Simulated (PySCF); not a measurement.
C4H7AlO (SMILES C=[CH][Al]([OH])[CH]=C), singlet, at a GFN2-xTB geometry (such geometries of metal compounds can be far from the true shape), atoms displaced at random by about 0.03 Å a coordinate. Base run: R2SCAN/STO-3G, gradient (PySCF).

The PySCF input:
```python
from pyscf import gto, scf, dft

mol = gto.M(
    atom='''
Al    0.03990375    0.25722181    0.58931102
C     0.25121121    1.45473770   -0.96402956
C    -0.14390646    1.19037291   -2.17730094
H     0.51962768    2.59942636   -0.75410430
H    -0.01640784    1.90658149   -3.00146028
H    -0.48470682    0.28546867   -2.48469241
C    -0.20870897   -1.74692139    0.49134777
C    -0.14594789   -2.44775948   -0.61269101
H    -0.44537263   -2.21432918    1.37865677
H    -0.25960027   -3.54936847   -0.59747884
H     0.14834485   -2.06171038   -1.59918992
O     0.18630328    0.85291318    2.11410214
H     0.25252799    1.33081989    2.96814422
''',
    basis='sto-3g',
    verbose=4,
)

mf = dft.RKS(mol)
mf.xc = 'r2scan'
mf.kernel()
g = mf.nuc_grad_method()
grad = g.kernel()
```

The coordinate followed is y of atom 11.

The base run was repeated with changes; each row names its change, and settings that it needs were set with it.

```
change                                                  dE/dx (Eh/bohr)  net force (Eh/bohr)
------------------------------------------------------  ---------------  -------------------
base                                                          -0.003876             0.001179
grids.level = 1; grid_response = on                           -0.003893             0.000000
grids.level = 5; grid_response = off                          -0.003882             0.000824
density fitting = on                                          -0.003882             0.001179
finite difference step (bohr) = 1e-5; conv_tol = 1e-11        -0.003880                    -
finite difference step (bohr) = 1e-3; conv_tol = 1e-11        -0.003880                    -
grid_response = on                                            -0.003880             0.000000
conv_tol = 1e-4                                               -0.003877             0.001181
grids.level = 0; grid_response = off                          -0.004499             0.033412
finite difference step (bohr) = 0.01; conv_tol = 1e-11        -0.003879                    -
grids.level = 0; grid_response = on                           -0.003177             0.000000
conv_tol = 1e-6                                               -0.003866             0.001179
```

The net force is zero for an exact gradient.
